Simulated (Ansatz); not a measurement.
F3Si (`F[Si](F)F`) radical, relaxed with UKS PBE0-D4/def2-TZVP in Ansatz 0.2.0 from a GFN2-xTB geometry. The force threshold is 0.005 eV/Å; the program also tests the step.

Charge 0, multiplicity 2.

Start:

```xyz
4

F    -0.143   -1.025    1.030
Si   -0.312    0.319    0.196
F    -0.715   -0.166   -1.264
F     1.170    0.872    0.038
```

| step | energy (eV) | largest force (eV/Å) | largest move (Å) |
| --- | --- | --- | --- |
| 1 | -16024.9726 | 0.967 | 0.000 |
| 2 | -16025.0161 | 0.528 | 0.032 |
| 3 | -16025.0294 | 0.106 | 0.037 |
| 4 | -16025.0306 | 0.005 | 0.007 |

End:

```xyz
4

F    -0.162   -1.028    1.057
Si   -0.272    0.278    0.172
F    -0.742   -0.153   -1.275
F     1.175    0.903    0.047
```

Hardware: 4 threads of an Arm Neoverse V1 on a shared host. Wall time 6.5 s, peak host memory 0.26 GiB.
